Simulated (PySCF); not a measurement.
# One molecule, several mistakes: GeH6NOSi

Calculated results; nothing here was measured. The program is PySCF 2.14.0, an open-source quantum chemistry code, run on an isolated molecule that a program drew, which may never have been made. The molecule is GeH6NOSi (charge 0, doublet), drawn as the SMILES string `[NH2][GeH][SiH2]O`.

Each row is a Hartree-Fock (HF) and frozen-core CCSD(T) single point in the cc-pV(D+d)Z basis, meant for a local HF minimum. Run 1 is clean. Each other run has one planted mistake out of seven kinds, and not every kind appears here: one electron removed, one electron added, multiplicity raised by two, geometry at a saddle point, minimal basis STO-3G, one bond length entered in bohr, all coordinates scaled. The reference is restricted for singlets and unrestricted otherwise, and also for a bond in bohr. Adding or removing an electron swaps singlet and doublet. Electrons count all cores. HOMO and LUMO are orbital energies over both spins, the gradient is its largest component, and the lowest frequency (negative if imaginary) is given only where the gradient is small. Bond lengths are over the 9 bonds as drawn. T1 is the CCSD diagnostic: over 0.02 (restricted) or 0.045 (unrestricted) a single reference is doubtful. Germanium has the cc-pVDZ-PP basis, with a core potential (ECP10MDF) in place of its 10 inner electrons, and its 3s, 3p and 3d shells are frozen in CCSD(T).

Geometry of the clean run:
```xyz
10
GeH6NOSi, angstrom
N    -1.2569    1.7100   -1.1438
Ge   -1.0390    0.5016    0.2430
Si   -0.7838   -1.7181   -0.6762
O    -0.5771   -2.8319    0.5324
H    -1.5925    2.6170   -0.8673
H    -0.4470    1.8412   -1.7254
H    -2.3197    0.6370    1.0986
H     0.4444   -1.7668   -1.4929
H    -1.9446   -2.0766   -1.5274
H    -1.2924   -3.0027    1.1261
```

| run | electrons | basis functions | <S^2> | HOMO (eV) | LUMO (eV) | gradient (hartree/bohr) | lowest frequency (cm^-1) | mean bond (Å) | longest bond (Å) | T1 | HF (hartree) | CCSD(T) (hartree) | mistake |
|---|---|---|---|---|---|---|---|---|---|---|---|---|---|
| 1 | 67 | 104 | 0.760 | -7.82 | 1.41 | 4.6e-05 | 35 | 1.4874 | 2.416 | 0.0160 | -715.14788 | -715.74929 | no fault |
| 2 | 66 | 104 | 0.000 | -16.31 | -6.05 | 5.2e-02 | - | 1.4874 | 2.416 | 0.0227 | -714.89272 | -715.50037 | one electron removed |
| 3 | 67 | 104 | 0.762 | -7.99 | 1.14 | 3.0e-02 | - | 1.5469 | 2.513 | 0.0175 | -715.13409 | -715.74406 | all coordinates scaled |
| 4 | 67 | 104 | 3.768 | -3.49 | -0.85 | 1.1e-01 | - | 1.4874 | 2.416 | 0.0399 | -714.95236 | -715.53312 | ? |

**Which mistake was planted in run 4, and what did it cost?**

Electrons, basis and geometry are unchanged, and <S^2> is 3.768, beside S(S+1) = 3.75 for a multiplicity of 4. So the mistake is: multiplicity raised by two. Subtracting run 1 and multiplying by 627.51 kcal/mol a hartree, the energy moved by 122.7 kcal/mol in HF and 135.6 kcal/mol in CCSD(T).

Cautions from the logs. Run 2: T1 is over the limit, so its CCSD(T) energy is less reliable.
